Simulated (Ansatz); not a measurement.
System: ZnI2 (charge 0, singlet). 
Geometry from a B3LYP-D3(BJ)/def2-TZVP (Ansatz, an electronic-structure program) optimisation:
```
Zn
I 1 2.4340
I 1 2.4340 2 180.00
```
Charge 0, spin multiplicity 1.

Wanted: atomisation energy (electronic, to ground-state atoms), in kcal/mol. Cores are frozen in the correlated levels unless marked. UHF or UKS for open shells. Spin-orbit coupling is left out. Frozen are the shells of the preceding noble gas and the d and f shells that filled before the atom's block. Past Kr the def2 sets carry scalar-relativistic core potentials. The coupled-cluster limit lacks core correlation, which all-electron functionals hold. CBS marks a two-point X^-3 extrapolation of the correlation energy; Hartree-Fock from the larger set. [CCSD(T)-MP2]/basis is that difference in the basis named.

| level | program | atomisation energy (kcal/mol) |
|---|---|---|
| HF/def2-SVPD | Ansatz | 89.5 |
| revPBE/def2-TZVPD | Ansatz | 103.7 |

**Question.** What does RI-MP2/CBS(def2-TZVPPD,def2-QZVPPD)+[CCSD(T)-MP2]/def2-TZVPPD (Ansatz) give?

**Answer.** 114.2 kcal/mol
